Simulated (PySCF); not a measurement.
**Unknowns**

PySCF calculation with NMR shieldings at PBE0/pcSseg-1/GIAO and structure optimised with PBE0-D3(BJ)/def2-SVP; no relativistic terms, in vacuum, averaged over atoms made equivalent by symmetry, fast rotation or ring inversion, a single conformation.

Scale: 1H, 13C vs TMS (reference shieldings calculated alike). Where no couplings were computed, multiplicities follow the n + 1 count of equivalent neighbours, and m marks all less simple cases (inequivalent or close neighbours, rings, F or P nearby). Shifts are as computed. Against solution values, carbons near 30 ppm lie about +2 ppm off and those near 130 ppm about +5 ppm. Of 1313 compounds with measured shifts, 239 miss one by over three times the rms of a fit or turn the order of signals round; such compounds aren't used in these exercises. OH and NH positions are gas-phase values without hydrogen bonding to other molecules.

(1) C₆H₁₁N₃. 1H NMR (300 MHz, computed): δ 10.42 (br s, 1H), 7.44 (s, 1H), 1.37 (s, 9H). 13C{1H} NMR (computed): δ 161.4 (C), 133.7 (CH), 32.0 (CH3), 31.4 (C). What is it?

(2) C₆H₁₁N₃. 1H NMR (500 MHz, computed): δ 3.84 (s, 3H), 2.54 (q, 2H), 2.29 (s, 3H), 1.10 (t, 3H). 13C{1H} NMR (computed): δ 151.0 (C), 144.6 (C), 40.6 (CH3), 21.6 (CH2), 16.5 (CH3), 11.7 (CH3). Identify the compound.

Answers

(1) SMILES CC(C)(C)C1=NNN=C1. Rings plus π bonds: 3 (1 ring in the answer). 4 carbon signals for 6 carbons: some carbons are equivalent by symmetry or fast rotation. Carbon types of the structure: 2 × C, 1 × CH, 3 × CH3, leaving 1 H on heteroatoms. δC 161.4: substituted aromatic carbon next to a ring nitrogen. δC 133.7: aromatic CH next to a ring nitrogen. δH 10.42: hydrogen on a pyrrole-type ring nitrogen; exchangeable, gas-phase position. δH 7.44: hydrogen on an aromatic CH next to a ring nitrogen; it sits in the deshielding region of the aromatic ring current.

This is the structure that produced the data.

(2) SMILES CCc1nn(C)nc1C. The formula gives 3 degrees of unsaturation (1 ring in the answer). 6 carbon signals for 6 carbons: no two carbons are equivalent. Carbon types of the structure: 2 × C, 1 × CH2, 3 × CH3, which accounts for all hydrogens. δC 151.0, 144.6: substituted aromatic carbon next to a ring nitrogen. δC 21.6: sp3 CH2 on an aromatic ring; a saturated carbon with 2 carbon neighbours and no heteroatom attached. δC 16.5: methyl carbon; a saturated carbon with 1 carbon neighbour and no heteroatom attached. δH 2.29: hydrogen on a methyl carbon on an aromatic ring; benzylic-type position, deshielded by the ring.

The shifts were computed for this structure.
